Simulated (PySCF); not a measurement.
**Electron correlation in Ta⁺ (tantalum, charge +1)**

[Xe] 4f14 5d3 6s1, high-spin 5F determinant. All numbers are calculated (PySCF 2.14, scalar relativity through the core potential, in aug-cc-pwCVDZ-PP with ECP60MDF). Frozen: 5s2 5p6; 4 electrons correlated.

```tsv
level	correlation energy (mhartree)
CCSD	-31.62
(T)	-0.29
CCSD(T)	-31.91
```

Diagnostics: T1 = 0.0036, D1 = 0.0076, largest double amplitude 0.018.

**Question.** Is a single reference adequate?

**Answer.** Yes, within this model without spin-orbit coupling: T1 lies below 0.03 and no double amplitude reaches 0.07.
